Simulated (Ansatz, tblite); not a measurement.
Removing and adding an electron: SbMe2Br (C₂H₆BrSb). Charge 0, multiplicity 1. Geometry: B3LYP-D4/def2-SVP. Ansatz, gas phase; energy differences of separate SCF runs; the oxidised species was run as a doublet alone; the reduced species was run as a doublet alone.

Cartesian coordinates in Å:
```
Sb -0.9592 0.4965 0.7950
C -1.0010 -0.2979 -1.2410
H -0.0801 -0.0042 -1.7638
H -1.8747 0.0977 -1.7778
H -1.0695 -1.3962 -1.1900
C 1.0231 -0.3244 1.2127
H 1.4086 0.1005 2.1500
H 1.7023 -0.0743 0.3862
H 0.9415 -1.4181 1.3140
Br -0.0909 2.8204 0.1148
```

In the def2 sets Sb takes a core potential; there is no spin–orbit coupling. The xTB rows come from tblite. Correlated methods freeze 15 core orbitals; core or outer-core shells of Sb, Br are correlated, in sets that lack core-valence functions. The rows differ in basis, and correlated rows in double-zeta sets carry the largest basis error. In CCSD on the charge 1 doublet the largest single amplitude is 0.16, so its Hartree–Fock determinant may place the open shell otherwise than the density functionals do.

```tsv
level	−HOMO (eV)	vertical IE (eV)	−LUMO (eV)	vertical EA (eV)	HOMO–LUMO gap (eV)	IE − EA (eV)	remarks
GFN2-xTB	10.71	13.52	6.77	3.95	3.94	9.57	–
HF/def2-SVP	–	8.35	–	–	–	–	–
PBE-D4/def2-TZVP	6.00	8.70	2.29	–	3.71	–	–
r2SCAN-D4/def2-TZVPD	6.26	–	2.17	0.08	4.09	–	HOMO above zero (-1 doublet)
PBE0-D4/def2-TZVP	7.04	8.92	1.53	–	5.52	–	–
PBE0-D4/def2-TZVPD	7.06	–	1.60	0.09	5.46	–	HOMO above zero (-1 doublet)
```

Task: Estimate the rows for GFN1-xTB, PBE-D4/def2-TZVPD, r2SCAN-D4/def2-TZVP, MP2/def2-SVP, CCSD/def2-SVP, CCSD(T)/def2-SVP.

Result: 
```json
{"level": "GFN1-xTB", "−HOMO (eV)": "11.21", "vertical IE (eV)": "14.41", "−LUMO (eV)": "6.60", "vertical EA (eV)": "3.04", "HOMO–LUMO gap (eV)": "4.61", "IE − EA (eV)": "11.38", "remarks": "–"}
{"level": "PBE-D4/def2-TZVPD", "−HOMO (eV)": "6.03", "vertical IE (eV)": "–", "−LUMO (eV)": "2.36", "vertical EA (eV)": "0.11", "HOMO–LUMO gap (eV)": "3.67", "IE − EA (eV)": "–", "remarks": "HOMO above zero (-1 doublet)"}
{"level": "r2SCAN-D4/def2-TZVP", "−HOMO (eV)": "6.25", "vertical IE (eV)": "8.82", "−LUMO (eV)": "2.13", "vertical EA (eV)": "–", "HOMO–LUMO gap (eV)": "4.12", "IE − EA (eV)": "–", "remarks": "–"}
{"level": "MP2/def2-SVP", "−HOMO (eV)": "–", "vertical IE (eV)": "8.88", "−LUMO (eV)": "–", "vertical EA (eV)": "–", "HOMO–LUMO gap (eV)": "–", "IE − EA (eV)": "–", "remarks": "–"}
{"level": "CCSD/def2-SVP", "−HOMO (eV)": "–", "vertical IE (eV)": "8.82", "−LUMO (eV)": "–", "vertical EA (eV)": "–", "HOMO–LUMO gap (eV)": "–", "IE − EA (eV)": "–", "remarks": "–"}
{"level": "CCSD(T)/def2-SVP", "−HOMO (eV)": "–", "vertical IE (eV)": "8.77", "−LUMO (eV)": "–", "vertical EA (eV)": "–", "HOMO–LUMO gap (eV)": "–", "IE − EA (eV)": "–", "remarks": "–"}
```

   A HOMO above zero means that the electron is unbound at that level or that self-interaction error raises the level; the energy of removing that electron tells which. Raw xTB energy differences between charge states are shifted by several eV; the methods need an empirical correction for them.
